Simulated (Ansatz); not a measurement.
Ansatz (a quantum-chemistry and plane-wave program) input:

Ansatz 0.2 input:
```yaml
crystal:
  periodic: [false, false, false]
  atoms:
    - {symbol: C, position_ang: [-1.52999959, 0.22163248, 0.02102270]}
    - {symbol: C, position_ang: [-0.67327963, -0.97806655, 0.27994281]}
    - {symbol: C, position_ang: [0.54688804, -0.01274770, 0.36309401]}
    - {symbol: C, position_ang: [-0.36909082, 1.15819031, -0.10322201]}
    - {symbol: N, position_ang: [1.63428166, -0.33107081, -0.54838567]}
    - {symbol: H, position_ang: [-2.59357930, 0.34687099, -0.12509569]}
    - {symbol: H, position_ang: [-0.58865251, -1.66898868, -0.56864647]}
    - {symbol: H, position_ang: [-0.88918391, -1.56953415, 1.17578593]}
    - {symbol: H, position_ang: [0.86478547, 0.12858318, 1.40342940]}
    - {symbol: H, position_ang: [-0.37314859, 2.05447819, 0.52577327]}
    - {symbol: H, position_ang: [-0.14195043, 1.46811021, -1.13132502]}
    - {symbol: H, position_ang: [2.10412626, -1.18300848, -0.26053526]}
    - {symbol: H, position_ang: [2.33052341, 0.40693318, -0.54571149]}
basis:
  gaussian:
    orbitals: def2-TZVPD
hamiltonian:
  xc: {name: LC-wPBE}
magnetization: {spin_polarized: true, initial_magnetization: 1}
output: {forces: true}
```

### Question
What final total energy does it print?

### Answer
-211.84572 Eh (LC-wPBE/def2-TZVPD). The basis has 257 functions.

It need not be the lowest isomer of its formula.
